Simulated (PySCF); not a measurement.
# What a mistake does to a calculation on CClGeH3Si

Calculated results; nothing here was measured. They come from PySCF 2.14.0, an open-source quantum chemistry program, on an isolated molecule that a program drew, which may never have been made. The molecule is CClGeH3Si (charge 0, singlet), drawn as the SMILES string `[SiH2]=[CH][Ge][Cl]`.

Each row is a Hartree-Fock (HF) and frozen-core CCSD(T) single point in the cc-pV(D+d)Z basis, meant for a local HF minimum. Run 1 is clean. Each other run has one planted mistake out of seven kinds, and not every kind appears here: one electron removed, one electron added, multiplicity raised by two, geometry at a saddle point, minimal basis STO-3G, one bond length entered in bohr, all coordinates scaled. The reference is restricted for singlets and unrestricted otherwise, and also for a bond in bohr. Adding or removing an electron swaps singlet and doublet. Electrons count all cores. HOMO and LUMO are orbital energies over both spins, the gradient is its largest component, and the lowest frequency (negative if imaginary) is given only where the gradient is small. Bond lengths are over the 6 bonds as drawn. T1 is the CCSD diagnostic: over 0.02 (restricted) or 0.045 (unrestricted) a single reference is doubtful. Germanium has the cc-pVDZ-PP basis, with a core potential (ECP10MDF) in place of its 10 inner electrons, and its 3s, 3p and 3d shells are frozen in CCSD(T).

Geometry of the clean run:
```xyz
7
CClGeH3Si, angstrom
Si    0.9523   -0.4488   -1.5270
C     0.4096    0.0686    0.0078
Ge    0.6256   -0.7429    1.7422
Cl    1.8077   -2.5886    1.1786
H     1.7168   -1.6688   -1.7926
H     0.6820    0.3243   -2.7533
H    -0.1496    1.0043    0.0333
```

| run | electrons | basis functions | <S^2> | HOMO (eV) | LUMO (eV) | gradient (hartree/bohr) | lowest frequency (cm^-1) | mean bond (Å) | longest bond (Å) | T1 | HF (hartree) | CCSD(T) (hartree) | mistake |
|---|---|---|---|---|---|---|---|---|---|---|---|---|---|
| 1 | 72 | 98 | 0.000 | -9.08 | 0.25 | 3.4e-05 | 89 | 1.6545 | 2.263 | 0.0161 | -1081.42340 | -1081.92981 | no fault |
| 2 | 72 | 98 | 0.000 | -9.16 | 0.13 | 1.8e-02 | - | 1.6959 | 2.320 | 0.0169 | -1081.41925 | -1081.92913 | all coordinates scaled |
| 3 | 72 | 98 | 2.024 | -6.52 | -0.92 | 1.1e-01 | - | 1.6545 | 2.263 | 0.0206 | -1081.34969 | -1081.82728 | multiplicity raised by two |
| 4 | 73 | 98 | 1.037 | -1.33 | 6.45 | 3.0e-02 | - | 1.6545 | 2.263 | 0.0357 | -1081.44393 | -1081.95623 | ? |

**Which mistake was planted in run 4, and what did it cost?**

It counts 73 electrons, one more than the clean run, at the same geometry and basis. So the mistake is: one electron added. Subtracting run 1 and multiplying by 627.51 kcal/mol a hartree, the energy moved by -12.9 kcal/mol in HF and -16.6 kcal/mol in CCSD(T).

